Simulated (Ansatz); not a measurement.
`F[CH]([SiH3])[GeH3]` and `F[CH]([SiH3])[SnH3]` differ in one atom or group.

Ansatz, PBE0-D4/def2-TZVP geometries, multiplicity 1. 

Elements past krypton have def2 core potentials. Scalar relativity is left out up to krypton.

```csv
property,`F[CH]([SiH3])[GeH3]`
LUMO energy (ωB97M-V/def2-TZVPP) / eV,1.80
size of the dipole moment (ωB97M-V/def2-TZVPP) / D,1.37
HOMO–LUMO gap (PBE/def2-TZVPP) / eV,6.19
HOMO–LUMO gap (ωB97M-V/def2-TZVPP) / eV,12.19
HOMO–LUMO gap (PBE0/def2-TZVPP) / eV,8.39
HOMO energy (PBE/def2-TZVPP) / eV,-6.85
```

(1) What does the change do to each property? (An estimate is asked.)

## Answers

(1) Ansatz gave: 
```tsv
property	`F[CH]([SiH3])[SnH3]`	shift
LUMO energy (ωB97M-V/def2-TZVPP) / eV	1.25	-0.55
size of the dipole moment (ωB97M-V/def2-TZVPP) / D	1.33	-0.04
HOMO–LUMO gap (PBE/def2-TZVPP) / eV	5.61	-0.58
HOMO–LUMO gap (ωB97M-V/def2-TZVPP) / eV	11.24	-0.95
HOMO–LUMO gap (PBE0/def2-TZVPP) / eV	7.65	-0.74
HOMO energy (PBE/def2-TZVPP) / eV	-6.58	0.27
```

With PBE0 the HOMO rises by 0.35 eV and the LUMO falls by 0.39 eV, so the gap narrows by about 0.74 eV. PBE moves the HOMO by 0.27 eV and ωB97M-V by 0.40 eV. Dipoles are sizes alone; their direction can turn.
